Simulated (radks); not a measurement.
The numbers below are computed, except where a source is named.
All-electron atom: the lanthanum ion La3+ in [Kr] 4d10 5s1 5p6 6s1 (not the ground configuration). Level of theory: scalar-relativistic Kohn-Sham, XLYP, spin-polarised, spherical densities, finite nucleus; open shells are filled with parallel spins first (spin-orbit coupling, left out, can overturn this in heavy ions); Fermi nuclear charge, rms radius 4.855 fm (a radial shooting solver on a logarithmic mesh with Libxc functionals). Some entries of the table are withheld. Estimate them.

orbital,occ.,eigenvalue (eV),r(max) (bohr),<1/r> (bohr^-1)
1s up,1,-38787.53,0.01608,62.01
1s down,1,-38787.41,0.01608,62.01
2s up,1,-6200.489,0.09094,14.28
2s down,1,-6200.416,0.09094,14.28
2p up,3,-5560.993,0.07312,13.55
2p down,3,-5560.918,0.07312,13.55
3s up,1,-1349.951,0.2604,5.170
3s down,1,-1349.848,0.2604,5.170
3p up,3,-1145.736,0.2548,4.901
3p down,3,-1145.630,0.2548,4.901
3d up,5,-852.1667,0.2100,4.647
3d down,5,-852.0671,0.2100,4.647
4s up,1,-296.4885,0.6079,2.153
4s down,1,-296.2805,0.6080,2.153
4p up,3,-230.0307,0.6349,1.986
4p down,3,-229.8054,0.6350,1.986
4d up,5,-133.8489,0.6709,1.727
4d down,5,-133.5438,0.6709,1.730
5s up,1,-67.0623,1.390,0.8759
5s down,0,-66.0194,1.390,0.8749
5p up,3,(1),1.547,0.7649
5p down,3,(2),1.550,0.7620
5d up,0,-26.9034,1.976,0.5659
5d down,0,-26.1402,1.985,0.5605
6s up,1,-22.8572,3.131,0.3889
6s down,0,-22.2978,3.153,0.3879
6p up,0,-18.1081,3.598,0.3384

Answer. 
(1) 5p up eigenvalue (eV): -49.5204
(2) 5p down eigenvalue (eV): -48.5433
